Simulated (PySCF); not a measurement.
C4H3N2, SMILES c1cn[c]nc1, multiplicity 2. Atoms are numbered in the order given.

```xyz
9

C      0.0000     0.0000     1.3244
N      0.0000     1.1841     0.7808
C      0.0000     1.1891    -0.5569
C      0.0000     0.0000    -1.2848
C      0.0000    -1.1891    -0.5569
N      0.0000    -1.1841     0.7808
H      0.0000     2.1651    -1.0552
H      0.0000     0.0000    -2.3759
H      0.0000    -2.1651    -1.0552
```
Charge 0, spin multiplicity 2.

The structure is a stationary point at PBE0-D3(BJ)/def2-SVP. The isomer is the one that the SMILES or the coordinates give; other isomers of the formula were not compared.

These are PBE/def2-TZVP (PySCF) values and carry that method's errors.

The molecule is in vacuum.

```yaml
total_energy: -263.42375 hartree
point_group: C2v
"α spin, highest occupied and lowest empty level": -5.19 and -2.65 eV
"β spin, highest occupied and lowest empty level": -6.27 and -3.00 eV
dipole_moment: 3.52 D
quadrupole, principal values (traceless, Buckingham form, about the centre of nuclear charge): -0.49, -0.15, 0.65 D·Å
mean_static_polarisability: 54.4 bohr³ (8.05 Å³)
polarisability_principal_values: 32.7, 64.8, 65.6 bohr³
"⟨S²⟩": 0.755 (pure state 0.75)
```
